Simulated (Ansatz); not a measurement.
C₄H₇ (SMILES [CH-]1CCC1), charge -1, singlet, geometry from GFN2-xTB (a gas-phase anion, which may not be bound at this level); HF/STO-3G (Ansatz, a program for electronic structure).

The Ansatz input:
Ansatz 0.2 input:
```yaml
crystal:
  periodic: [false, false, false]
  atoms:
    - {symbol: C, position_ang: [0.00517132, 1.09925244, -0.34269289]}
    - {symbol: C, position_ang: [-0.00709196, -1.01871233, -0.00830742]}
    - {symbol: C, position_ang: [-1.07652487, 0.07011928, 0.08516265]}
    - {symbol: C, position_ang: [1.07848492, 0.05524076, 0.06995662]}
    - {symbol: H, position_ang: [0.01625217, 1.98354431, 0.36244730]}
    - {symbol: H, position_ang: [-0.01744288, -1.52642944, -0.97846478]}
    - {symbol: H, position_ang: [-0.00686701, -1.79084704, 0.77907723]}
    - {symbol: H, position_ang: [-1.49140270, 0.13217959, 1.11834808]}
    - {symbol: H, position_ang: [-1.94429847, -0.05926635, -0.58796451]}
    - {symbol: H, position_ang: [1.50871792, 0.11146630, 1.09717884]}
    - {symbol: H, position_ang: [1.93480455, -0.08604828, -0.61533597]}
basis:
  gaussian:
    orbitals: STO-3G
hamiltonian:
  xc: hf
total_charge: -1
scf: {lower_state_search: full}
```

**Question.** Predict the main parts of the log of this Ansatz run.

**Answer.** 
```
Functional definition: HF
376 factors; integrals over basis functions are off by at most 4.4e-5 eV
mean field evaluation 1: about -4172.2160 eV, gradient 2.4e1 eV
mean field evaluation 2: about -4172.4921 eV, gradient 2.4e1 eV
mean field evaluation 4: about -4174.5772 eV, gradient 1.7e0 eV
mean field evaluation 8: about -4174.5911 eV, gradient 3.3e-2 eV
mean field -4174.59110496 eV, -153.4133934678 hartree, gradient 6.2e-5 eV, S^2 0.000000; 0 other end points of the search recorded, 0 dependent functions left out
reference -4174.59110496 eV, -153.4133934678 hartree; 16, 16 occupied and 11, 11 virtual orbitals, 376 factors
Total energy: -4174.59110496 eV, -153.4133934678 hartree
```
